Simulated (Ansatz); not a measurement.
Consider the ligand exchange at a Ge–C bond: `O[C](F)(F)[GeH3]` + `[SiH3][SiH2]S` → `[SiH3][SiH2][S][GeH3]` + `OC(F)F`.

Calculated with Ansatz (gas phase, PBE0-D4/def2-TZVP geometries, no zero-point term in ΔE). CCSD(T)/CBS is the MP2 limit (def2-TZVPP, def2-QZVPP) plus CCSD(T) − MP2 in def2-TZVPP, frozen cores. DFT in def2-TZVPP. B3LYP here is the variant with VWN-RPA as its local correlation; programs differ in this. For Ge outer-core shells are correlated without core-valence functions, which leaves a few kJ/mol of doubt a bond. Scalar relativity is left out up to krypton. One conformer a species, not always the lowest.

```json
{"level": "PBE-D4", "ΔE (eV)": "-1.03"}
{"level": "PBE0-D4", "ΔE (eV)": "-1.12"}
{"level": "B3LYP-D4", "ΔE (eV)": "-1.07"}
{"level": "ωB97X-V", "ΔE (eV)": "-1.04"}
{"level": "ωB97M-V", "ΔE (eV)": "-1.05"}
{"level": "PBE0", "ΔE (eV)": "-1.08"}
{"level": "HF/CBS(def2)", "ΔE (eV)": "-1.19"}
{"level": "MP2/CBS(def2)", "ΔE (eV)": "-1.16"}
```

(1) What does CCSD(T)/CBS give? (Estimate.)

Largest T1 diagnostic among the species: 0.012.

Answers

(1) Ansatz gave: -1.08 eV. The listed levels differ from it by 0.05, -0.04, 0.01, 0.04, 0.03, 0.00, -0.11, -0.08 eV.

From PBE to PBE0 (25 % exact exchange), in def2-TZVPP and without D4, ΔE moves by −0.08 eV. The D4 term adds −0.06 eV with B3LYP and −0.04 eV with PBE0; it sums over pairs of atoms, weighted by their polarisabilities, and B3LYP, whose exchange is more repulsive, gets the larger term.
